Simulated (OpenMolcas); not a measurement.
Ta3+: moving the ligands

Ta3+ with 6 ligands (fluoride) in octahedral coordination (Oh) at 2.03 Å. A charge of +0.5 e stands 2.4 Å behind each ligand. Ligand basis ANO-RCC-VDZP.
```
Ta    0.0000    0.0000    0.0000
F     2.0300    0.0000    0.0000
F     0.0000    2.0300    0.0000
F    -2.0300    0.0000    0.0000
F     0.0000   -2.0300    0.0000
F     0.0000    0.0000    2.0300
F     0.0000    0.0000   -2.0300
```

```
Program             : OpenMolcas
Method              : CASSCF
Basis               : ANO-RCC-VDZP [7s6p4d2f1g]
Scalar Hamiltonian  : DKH2, point nucleus
Active space        : 2 electrons in 5 orbitals (5d)
State averaging     : 2S+1 = 3 even, 10 roots; 2S+1 = 1 even, 15 roots
Spin-orbit coupling : RASSI with atomic mean-field integrals over the reference wave functions
```

Runs around this geometry, states (labels of O, the rotations of Oh). Energies in cm-1 above the lowest state or level, χT in cm3 K/mol; under a threefold ground state the first gap can be a small split of the lowest multiplet, not the spin-orbit step; 10Dq and B are least-squares fits to the states below 45000 cm-1, weighted by degeneracy, with a free offset, and given where the rms deviation is under 5 % of |10Dq| (or 100 cm-1) and under 700 cm-1.

```json
{"R (Å)": "1.95", "Ground state": "3T1", "First state of that spin": "3T2 34409", "10Dq": "35537", "B (rms of fit)": "613 (187)", "First gap with spin-orbit (degeneracies)": "176.0 (2, 3)", "χT at 300 K": "0.182", "First state of another spin": "1E 9202"}
{"R (Å)": "2.03", "Ground state": "3T1", "First state of that spin": "3T2 29142", "10Dq": "30300", "B (rms of fit)": "625 (201)", "First gap with spin-orbit (degeneracies)": "219.4 (2, 3)", "χT at 300 K": "0.155", "First state of another spin": "1E 9279"}
{"R (Å)": "2.07", "Ground state": "3T1", "First state of that spin": "3T2 26669", "10Dq": "27891", "B (rms of fit)": "632 (168)", "First gap with spin-orbit (degeneracies)": "243.7 (2, 3)", "χT at 300 K": "0.142", "First state of another spin": "1E 9324"}
```

Taking |10Dq| as R^-n, n = -ln(27891 / 35537) / ln(2.07 / 1.95) = 4.1 between the shortest and longest distance. The point-charge formula for a cubic d site gives n = 5.

An orbital triplet at a regular site is open to Jahn-Teller coupling, which can distort the site and quench the lowest spin-orbit gaps and is left out. Without dynamic correlation the repulsion within the d shell is too large (B by tens of per cent), so at a given field states of lower spin stand too high. With metal d orbitals alone the field can be off either way by tens of per cent. Ligand-to-metal charge-transfer states are missing. With no ligand orbital active B as a rule stays too high, so bands that hang on it stand too high and its fall with covalency is understated. The least metal-like active orbital is 75 % on the metal (Löwdin) and no ligand orbital is active, so the numbers are rough (holds for R = 1.95). The least metal-like active orbital is 79 % on the metal (Löwdin) and no ligand orbital is active, so the numbers are rough (holds for R = 2.03). The least metal-like active orbital is 81 % on the metal (Löwdin) and no ligand orbital is active, so the numbers are rough (holds for R = 2.07). No measured value stands beside these numbers; the geometry was imposed, not optimised, and the real ion may take another.
